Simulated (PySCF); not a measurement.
A calculated (r2SCAN, PySCF 2.14, x2c-TZVPPall, scalar relativity by spin-free X2C-1e) atom or ion has these occupied shells.

```tsv
shell	electrons	orbital energy (eV)	rms radius, mean of both spins (bohr)
1s α	1	-75967.8	0.0197
1s β	1	-75967.8	0.0197
2s α	1	-13333.7	0.0796
2s β	1	-13333.3	0.0796
2p α	3	-11630.6	0.0727
2p β	3	-11630.2	0.0727
3s α	1	-3147.4	0.203
3s β	1	-3147.3	0.203
3p α	3	-2644.5	0.205
3p β	3	-2644.4	0.205
3d α	5	-2068.3	0.188
3d β	5	-2068.1	0.188
4s α	1	-694.85	0.450
4s β	1	-694.48	0.450
4p α	3	-528.17	0.479
4p β	3	-527.84	0.479
4d α	5	-316.83	0.514
4d β	5	-316.44	0.514
5s α	1	-122.21	1.04
5s β	1	-119.52	1.04
4f α	7	-84.992	0.593
4f β	7	-84.373	0.593
5p α	3	-78.987	1.20
5p β	3	-75.531	1.20
5d α	5	-28.890	1.70
5d β	1	-25.674	1.70
6s α	1	-23.980	2.70
```

(1) Name the element and its charge.

Answers

(1) Ir²⁺ (iridium, charge +2), in [Xe] 4f14 5d6 6s1, high-spin 6D determinant (an excited configuration).
